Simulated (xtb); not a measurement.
BaCl2, SMILES [Cl][Ba][Cl]. All values are semi-empirical tight-binding results from xtb (GFN2-xTB unless named), good for trends rather than for accurate numbers. The structure is a stationary point at GFN2-xTB. The isomer is the one that the SMILES or the coordinates give; other isomers of the formula were not compared.

Optimised geometry:

Bonded distances (Å): Ba1–Cl2 2.624, Ba1–Cl3 2.624. Angles (°): Cl2–Ba1–Cl3 104.0.
Charge 0, spin multiplicity 1.

For metal compounds this method's bond lengths and energies can be far off.

```json
{
 "point_group_as_xtb_finds_it": "C2v",
 "orbital_gap": "1.72 eV",
 "zero_point_energy": "0.6 kcal/mol",
 "G − E(el) at 298.15 K (modified RRHO)": "-18.8 kcal/mol"
}
```

Computed atomic charges and the Wiberg bond orders between heavy atoms:
charges (e) Ba1 0.63, Cl2 -0.31, Cl3 -0.31. Bond orders Ba1–Cl2 0.95, Ba1–Cl3 0.95.
